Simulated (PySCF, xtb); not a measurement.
Al(F)2(SMe) (CH₃AlF₂S), SMILES C[S][Al]([F])[F]. One conformer was computed; it need not be the lowest.

Harmonic wavenumbers (cm⁻¹) from xtb with GFN2-xTB at its own minimum, in rising order: 59, 108, 117, 172, 210, 226, 455, 697, 742, 845, 945, 951, 1320, 1432, 1448, 3025, 3043, 3045.

Problem. What does PySCF with B3LYP-D3(BJ)/def2-SVP give at its own minimum? (An estimate is asked for; the answer gives what the named calculation found.)

Solution. 56, 90, 128, 218, 245, 249, 485, 683, 821, 956, 967, 983, 1339, 1460, 1460, 3059, 3165, 3175. Paired by order, the mean absolute difference is 43 cm⁻¹ and the zero-point energies are 26.9 and 27.9 kcal/mol.
